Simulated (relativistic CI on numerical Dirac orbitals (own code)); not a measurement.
Radial Dirac CI calculation of I XLVI.

Command:

```sh
python run_levels.py task.json out
```

Input:

```
atom I  Z=53  charge=45  electrons=8
nucleus A=127  rms_radius_fm=4.7500
hamiltonian dirac-coulomb  breit=on  qed=on  c_scale=1
orbitals kli  potential=per-configuration
slater_scale 1
correlation none
mixing on
grid step=0.0125 r_max=2.8
scf mixing=0.4 start=green max_iterations=150 tolerance=2e-08 node_fill=0.05
configurations
  [He] 2s2 2p4
end
```

Output:

```
SCF 1: [He] 2s2 2p4
 iter      energy (Ha)   residual   last orbital (Ha)
    1     -4781.863489   2.92e+00   -339.27129
    2     -4787.399481   1.73e+00   -317.50255
    3     -4790.397398   3.35e-02   -287.03090
    4     -4790.399342   5.71e-03   -287.29280
    5     -4790.399395   3.59e-05   -287.19582
    6     -4790.399395   1.17e-05   -287.19612
    7     -4790.399395   1.38e-07   -287.19602
    8     -4790.399395   5.03e-09   -287.19602
orbital energies (Ha): 1s -1346.1268  2s -307.4700  2p1/2 -299.1082  2p3/2 -287.1960
configuration averages (Ha): Dirac-Coulomb, Breit, QED
  2p4                          -4790.399395    3.665370    3.483260
levels: no., configuration, term, J, E (cm-1), weight
   1 2p4                    3P   2                0.0  0.71
   2 2p4                    1S   0           320523.5  0.61
   3 2p4                    3P   1          2477082.1  1.00
   4 2p4                    1D   2          2611369.6  0.71
   5 2p4                    3P   0          5225856.7  0.61
lowest total energy -4791.158919 Ha
end: converged
```
